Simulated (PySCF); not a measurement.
A side-by-side comparison of computed properties.

First species: C5H11F.
SMILES: `[C@@H](F)(C)C(C)C`

Second species: SiMe(SiH3)3, CH12Si4.
Bonds: Si1–C2, Si1–Si6, Si1–Si10, Si1–Si14. Hydrogens: H3, H4, H5 on C2; H7, H8, H9 on Si6; H11, H12, H13 on Si10; H15, H16, H17 on Si14.

Levels: CAM-B3LYP/def2-SVPD for dipole moment, HOMO energy, LUMO energy, HOMO–LUMO gap, static isotropic polarisability and electronic spatial extent ⟨r²⟩ about the centre of nuclear charge; TDDFT CAM-B3LYP/def2-SVPD for lowest singlet excitation; TDA CAM-B3LYP/def2-SVPD for lowest triplet excitation (Tamm–Dancoff); PBE0-D3(BJ)/def2-SVP for rotational constant A and rotational constant C. Geometries: PBE0-D3(BJ)/def2-SVP. Each structure is a single optimised conformer of the isolated species, non-relativistic unless stated. Electronic properties by PySCF.

Dipoles, sizes and rotational constants follow the conformer. The torsions of the flexible species, by atom-mapped SMILES:
- `[CH3:1][CH:2]([CH3:3])[C@@H:4]([CH3:5])[F:6]`: C1–C2–C4–C5 176°

(1) Which of the two has the higher rotational constant A, and by how much?

(2) Which of the two has the higher static isotropic polarisability, and by how much?

(3) Which has the higher S1 energy?

(4) Which has the higher T1 energy?

(5) Which of the two has the higher dipole moment, and by how much?

(6) Which has the higher LUMO energy?

(7) Which has the higher HOMO energy?

(8) Which of the two has the higher HOMO–LUMO gap, and by how much?

Answers

(1) The first: 4.522 GHz against 1.417 GHz, a difference of 3.105 GHz.

(2) The second: 134.9 au against 63.5 au, a difference of 71.4 au.

(3) The first: 8.67 eV against 6.49 eV, a difference of 2.18 eV.

(4) The first: 8.41 eV against 5.81 eV, a difference of 2.60 eV.

(5) The first: 1.88 D against 1.02 D, a difference of 0.86 D.

(6) The first: 1.29 eV against 0.63 eV, a difference of 0.66 eV.

(7) The second: -8.97 eV against -10.33 eV, a difference of 1.36 eV.

(8) The first: 11.62 eV against 9.60 eV, a difference of 2.02 eV.

On the first: The principal polarisabilities are 58.1, 63.3 and 69.0 au; their mean is the isotropic value. S1 lies 2.95 eV below the HOMO–LUMO gap; its leading configuration is HOMO→LUMO, weight 0.92.

On the second: In wavenumbers S1 is 52400 cm⁻¹ (1 eV = 8065.54 cm⁻¹). The vertical singlet–triplet gap S1 − T1 is 0.68 eV (TDDFT singlet less Tamm–Dancoff triplet).
